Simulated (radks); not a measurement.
Values are calculated unless marked as measured or tabulated.
All-electron atom: La2+ in [Xe] 5d0.75 6d0.25 (fractional occupations, a model configuration). Code: a radial shooting solver on a logarithmic mesh with Libxc functionals. Model: Dirac Kohn-Sham, LDA (Slater exchange, Perdew-Zunger correlation), spin-unpolarised, spherical densities, point nucleus; open shells are shared between the two j in proportion to 2j + 1.

X-ray form factor f0, the Fourier transform of the density (f0(0) = 55):

sin(theta)/lambda (1/angstrom),f0 (electrons)
0.05,54.035
0.1,51.726
0.15,48.694
0.2,45.365
0.25,42.136
0.3,39.215
0.4,34.382
0.5,30.516
0.6,27.232
0.8,22.042
1,18.566
1.25,15.723
1.5,13.469
2,9.547
